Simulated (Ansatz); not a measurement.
One change: `O=CO[SiH2]F` becomes `O=C([SiH3])O[SiH2]F`.

Ansatz, PBE0-D4/def2-TZVP geometries, multiplicity 1. Each molecule was computed in one conformer, which needn't be the lowest.

| property | `O=CO[SiH2]F` |
| --- | --- |
| LUMO energy (PBE/def2-TZVPP) / eV | -1.85 |
| HOMO energy (ωB97M-V/def2-TZVPP) / eV | -11.24 |
| size of the dipole moment (ωB97M-V/def2-TZVPP) / D | 2.27 |
| HOMO–LUMO gap (ωB97M-V/def2-TZVPP) / eV | 12.73 |
| size of the dipole moment (PBE/def2-TZVPP) / D | 2.14 |
| LUMO energy (PBE0/def2-TZVPP) / eV | -0.70 |

Question: Give the same properties after the change, and the shifts. (An estimate is asked.)

Answer: Computed: 
```tsv
property	`O=C([SiH3])O[SiH2]F`	shift
LUMO energy (PBE/def2-TZVPP) / eV	-2.27	-0.42
HOMO energy (ωB97M-V/def2-TZVPP) / eV	-10.61	0.63
size of the dipole moment (ωB97M-V/def2-TZVPP) / D	1.35	-0.92
HOMO–LUMO gap (ωB97M-V/def2-TZVPP) / eV	11.62	-1.11
size of the dipole moment (PBE/def2-TZVPP) / D	1.12	-1.02
LUMO energy (PBE0/def2-TZVPP) / eV	-1.21	-0.51
```

With PBE0 the HOMO rises by 0.51 eV and the LUMO falls by 0.51 eV, so the gap narrows by about 1.02 eV. PBE moves the HOMO by 0.36 eV and ωB97M-V by 0.63 eV. Dipoles are sizes alone; their direction can turn.
